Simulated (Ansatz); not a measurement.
Total energies of F₂H₄MoO₄ (`[OH][Mo]([OH])([OH])([OH])([F])[F]`).

```tsv
atom	x (Å)	y (Å)	z (Å)
O1	1.493	-1.178	-0.082
Mo2	0.022	0.022	-0.006
O3	-1.271	1.414	0.031
O4	-0.751	-1.245	-1.094
O5	-0.856	-0.491	1.528
F6	0.591	1.023	-1.486
F7	1.286	1.003	0.973
H8	2.314	-0.853	0.302
H9	-1.136	2.122	-0.609
H10	-0.257	-1.904	-1.592
H11	-1.435	0.087	2.035
```

Charge 0, multiplicity 1. Correlated methods include outer-core shells of Mo, which these sets cover unevenly. Mo takes the def2 core potential. The structure was optimised at the PBE0-D4/def2-TZVP level. It is one conformer, not always the lowest. Basis def2-TZVPP, Ansatz.

RPA on PBE orbitals: Hartree–Fock energy of these orbitals -568.35568 Eh, correlation -3.06381 Eh (frozen core).

```
 functional  energy without D4 (Eh)  D4 term (kJ/mol)
LDA (SPW92)              -568.14709                 –
     revPBE              -571.53786             -76.7
       BLYP              -571.58177             -56.1
     r2SCAN              -571.47133              -6.3
     B97M-V              -571.48423                 –
       PBE0              -571.09472             -21.5
      B3LYP              -571.65022             -41.1
    r2SCANh              -571.40039              -6.6
    r2SCAN0              -571.29748              -7.3
      BHLYP              -571.23582             -31.2
    LC-ωPBE              -571.34095                 –
    ωB97X-V              -571.39478                 –
    ωB97M-V              -571.38026                 –
     B2PLYP              -571.24834                 –
```

**Question.** Give the same for PBE, HSE06 (plane-wave form), CAM-B3LYP, PBE-QIDH. (Best estimate.)

**Answer.** The calculation gave: 
| functional | energy without D4 (Eh) | D4 term (kJ/mol) |
| --- | --- | --- |
| PBE | -571.18875 | -25.5 |
| HSE06 (plane-wave form) | -571.07325 | -20.0 |
| CAM-B3LYP | -571.43657 | -21.7 |
| PBE-QIDH | -570.96064 | – |

B3LYP takes the VWN-RPA correlation (the form of Gaussian; ORCA's B3LYP/G). HSE06 is the plane-wave form, built on full-range PBE exchange. The double hybrids freeze the cores in their second-order part.

LC-ωPBE has ω = 0.4 bohr⁻¹.
